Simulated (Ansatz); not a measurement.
Mulliken charges of F$_{2}$H$_{2}$HfS$_{2}$ (`[F][Hf]([F])([SH])[SH]`) from r2SCAN/def2-TZVPP in Ansatz (PBE0-D4/def2-TZVP geometry).

| atom | x (Å) | y (Å) | z (Å) | charge (e) |
| --- | --- | --- | --- | --- |
| F1 | -0.175 | -2.261 | -0.585 | -0.320 |
| Hf2 | 0.221 | -0.604 | 0.237 | 1.014 |
| F3 | 1.265 | -0.764 | 1.806 | -0.320 |
| S4 | -1.942 | 0.418 | 0.703 | -0.309 |
| S5 | 1.501 | 0.847 | -1.244 | -0.309 |
| H6 | -1.341 | 1.511 | 1.214 | 0.122 |
| H7 | 0.532 | 0.785 | -2.178 | 0.122 |

Problem. By hand: the dipole of these point charges (1 e Å = 4.8032 D).

Solution. Σ q r = (-0.087, 0.245, -0.101) e Å, of length 0.279 e Å = 1.34 D.

Problem. How does the dipole of the full density compare? (Best estimate.)

Solution. Computed: (-0.045, 0.126, -0.052) e Å, 0.69 D; the point charges give 1.94 times that, at 0° from its direction.

Point charges leave out the atoms' own dipoles, such as those of lone pairs, and Mulliken's split depends on the basis, so the two needn't agree.
